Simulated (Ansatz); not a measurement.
C$_{2}$H$_{10}$OSi$_{2}$, SMILES `C[SiH](C)O[SiH3]`. The species carries charge 0 and has multiplicity 1. The structure was optimised at the PBE0-D4/def2-TZVP level. It is one conformer, not always the lowest.

```xyz
15

C    -0.520    0.355   -2.114
Si    0.388   -0.043   -0.542
C     0.322   -1.861   -0.145
O    -0.309    0.816    0.676
Si   -0.154    1.321    2.217
H    -0.481    1.426   -2.326
H    -1.570    0.061   -2.042
H    -0.077   -0.174   -2.962
H     1.814    0.384   -0.657
H    -0.712   -2.202   -0.045
H     0.796   -2.447   -0.937
H     0.842   -2.081    0.791
H    -1.315    2.185    2.549
H    -0.127    0.161    3.149
H     1.103    2.097    2.390
```

(1) What is the dipole moment at r2SCAN/def2-TZVPP? (Best estimate.)

(2) And with PBE, B3LYP, ωB97M-V? (Estimate.)

(3) Give the Mulliken charges with r2SCAN, B3LYP, ωB97M-V in def2-TZVPP. (Estimate.)

Answers

(1) The calculation gave: 0.98 D, with components (-0.14, -0.74, -0.62) D in this frame, pointing from negative to positive charge.

(2) Ansatz gave: PBE 0.97 D, B3LYP 0.91 D, ωB97M-V 0.92 D.

(3) Ansatz gave: 
```csv
atom,r2SCAN,B3LYP,ωB97M-V
C1,-0.30,-0.38,-0.44
Si2,0.55,0.55,0.50
C3,-0.31,-0.38,-0.45
O4,-0.44,-0.41,-0.40
Si5,0.42,0.39,0.28
H6,0.07,0.10,0.12
H7,0.07,0.10,0.12
H8,0.07,0.09,0.11
H9,-0.11,-0.12,-0.06
H10,0.07,0.10,0.12
H11,0.07,0.10,0.12
H12,0.07,0.10,0.11
H13,-0.08,-0.07,-0.03
H14,-0.08,-0.08,-0.04
H15,-0.08,-0.08,-0.04
```

B3LYP here is the variant with VWN-RPA as its local correlation; programs differ in this.
